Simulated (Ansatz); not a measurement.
System: InF3, charge 0, multiplicity 1. 
Coordinates optimised at B3LYP-D3(BJ)/def2-TZVP (Ansatz, a program for electronic structure):
```
In
F 1 1.9318
F 1 1.9318 2 120.00
F 1 1.9318 2 120.00 3 -180.00
```
Charge 0, spin multiplicity 1.

Quantity: vertical electron affinity (to the doublet state of charge -1; a negative value means that the extra electron is unbound and the number depends on the basis; each state is the SCF solution reached for its spin; the molecule has degenerate orbitals, so one determinant may break the symmetry), in eV. Valence correlation only, unless marked. Open shells are spin-unrestricted. Spin-orbit coupling is left out. The frozen core is the preceding noble-gas configuration, with the filled d and f shells of earlier blocks. In def2 rows, elements after Kr have scalar-relativistic effective core potentials. Anions need diffuse functions: def2-D sets add few. 

```csv
level,program,vertical electron affinity (eV)
HF/def2-TZVPPD,Ansatz,0.69
HF/def2-QZVPPD,Ansatz,0.68
SVWN5/def2-TZVPD,Ansatz,1.94
PBE/def2-TZVPD,Ansatz,1.65
wB97X-V/def2-TZVPD,Ansatz,1.40
B2PLYP/def2-TZVPD,Ansatz,1.43
MP2/def2-SVPD,Ansatz,0.99
CCSD/def2-SVPD,Ansatz,1.04
CCSD(T)/def2-SVPD,Ansatz,1.09
```
